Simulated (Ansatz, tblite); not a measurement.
Cost and result up the ladder for the cluster LaO3H3 (7 atoms). Total charge 0; singlet. Geometry: r2SCAN-D4/def2-SVP.

Cartesian coordinates in Å:
```
La 0.5880 0.4225 -0.0290
O -1.4508 -0.0311 -0.9803
O -0.5729 -0.8457 -1.8547
O 0.6832 -0.0441 2.0816
H 1.2151 2.4710 -0.3983
H 0.5577 -0.2662 3.0079
H -1.0202 -1.7065 -1.8272
```

Ansatz on 4 threads of Arm Neoverse V2 on a shared host; xTB runs through tblite on one thread. Times are rough, summed over both states, and most runs start from the orbitals of an earlier one. PBE0-D4/def2-TZVP serves as the yardstick here, not as an exact answer. The other state is a triplet.

In the def2 sets La takes a core potential; there is no spin–orbit coupling. The xTB rows come from tblite. The structure holds one bond between oxygen atoms, so isomers without such links may lie far lower. HOMO above LUMO, or a gap near zero within one spin, warns that the state may not be the lowest or that an electron is smeared out. The structure comes from a short search, and lower isomers may exist.

xTB has no spin-polarisation term.

```csv
level,functions,vertical triplet (eV),difference from PBE0-D4/def2-TZVP (eV),remarks
GFN2-xTB,24,2.43,-1.08,–
r2SCAN-D4/def2-TZVP,151,3.33,-0.18,–
PBE-D4/def2-TZVP,151,3.24,-0.27,gap within one spin near zero (triplet)
PBE0-D4/def2-TZVP,151,3.51,0.00,–
GFN1-xTB,27,3.21,-0.30,–
```

Q: Estimate how long each takes.

A: GFN1-xTB 0.009 s; GFN2-xTB 0.009 s; PBE-D4/def2-TZVP 3.5 s; PBE0-D4/def2-TZVP 4.6 s; r2SCAN-D4/def2-TZVP 7.7 s. On shared hardware such times vary by a factor of up to 3.
